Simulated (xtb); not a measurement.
SiOF2, SMILES O=[Si](F)F. All values are semi-empirical tight-binding results from xtb (GFN2-xTB unless named), good for trends rather than for accurate numbers. The structure is a stationary point at GFN2-xTB.

Optimised geometry:

```xyz
4

Si     0.0000     0.0000     0.1587
O      0.0000     0.0000     1.6497
F      0.0000     1.2036    -0.8566
F      0.0000    -1.2036    -0.8566
```

Computed properties:
The point group as xtb finds it is C2v and the orbital gap is 6.74 eV. The dipole moment is 1.75 D and the zero-point energy is 6.0 kcal/mol. The G − E(el) at 298.15 K (modified RRHO) is -10.8 kcal/mol and the static polarisability (D4 model) is 41.8 bohr³. The solvation energy, GFN2-xTB/ALPB(water) is 4.4 kcal/mol and the solvation energy, GFN2-xTB/ALPB(benzene) is 1.0 kcal/mol.

Task: Give the atomic charges and the Wiberg bond orders between heavy atoms. (An estimate is asked for; the answer gives what the named calculation found.)

Result: charges (e) Si1 0.63, O2 -0.28, F3 -0.18, F4 -0.18. Bond orders Si1–O2 2.21, Si1–F3 1.18, Si1–F4 1.18.
